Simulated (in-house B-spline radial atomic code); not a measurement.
Values are calculated unless marked as measured or tabulated.
Lu2+ at several levels of theory

Ground configuration [Xe] 4f14 6s1. All numbers come from an all-electron radial atomic-structure program (B-spline basis), all electrons, at the radial basis limit. Mean-field, RPA, GW and linear-response runs are scalar-relativistic (one-electron X2C), no spin-orbit coupling, without Breit or QED terms, open shells spin-polarised at highest spin; the many-body runs on Dirac-Hartree-Fock orbitals are four-component, and their energies hold both.

Without the two-electron picture change, the correlation of inner shells comes somewhat too large for so heavy an element.

RPA overbinds a lone outer s electron by self-correlation, and G0W0 tends to as well.

**Ionisation energy.** The reference is 20.959 ± 0.0012 eV (NIST, measured).

```tsv
method	value (eV)	minus reference (eV)
minus the highest LDA VWN5 level	18.28	-2.68
LDA VWN5, difference of total energies	21.51	+0.55
minus the highest PBE level	17.98	-2.98
PBE, difference of total energies	21.27	+0.31
G0W0 on PBE	21.60	+0.64
exact exchange + RPA on PBE	21.61	+0.65
exact exchange + RPA + SOSEX on PBE	20.83	-0.13
minus the highest r2SCAN level	18.10	-2.86
r2SCAN, difference of total energies	20.87	-0.09
minus the highest PBE0 level	18.60	-2.36
PBE0, difference of total energies	21.00	+0.04
G0W0 on PBE0	21.48	+0.52
minus the highest B3LYP (VWN-RPA) level	18.64	-2.32
B3LYP (VWN-RPA), difference of total energies	21.34	+0.38
minus the highest CAM-B3LYP level	19.87	-1.09
minus the highest LC-wPBE level	20.80	-0.16
minus the highest Hartree-Fock level	20.01	-0.95
Hartree-Fock, difference of total energies	19.96	-1.00
G0W0 on Hartree-Fock	21.15	+0.19
MP2, difference of total energies	21.16	+0.20
Brueckner orbital with screened correlation (6s1/2)	20.85	-0.11
```

(1) Which methods come closest, and which lies farthest off?

Run times on one thread of shared hosts: mean field, RPA, SOSEX and G0W0 on PBE, for the atom and its ion, 9.7 s (AMD EPYC 7R13 Processor); Brueckner orbitals with all properties, 220 s (AMD EPYC 9R45 96-Core Processor).

Results:

(1) Closest: PBE0, difference of total energies (+0.04 eV) and r2SCAN, difference of total energies (-0.09 eV). Farthest: minus the highest PBE level (-2.98 eV). The PBE level misses by -3.0 eV while the PBE energy difference misses by +0.31 eV: the semilocal potential lacks the −1/r tail and the energy is convex in the electron number, but total energies at whole numbers are far better.
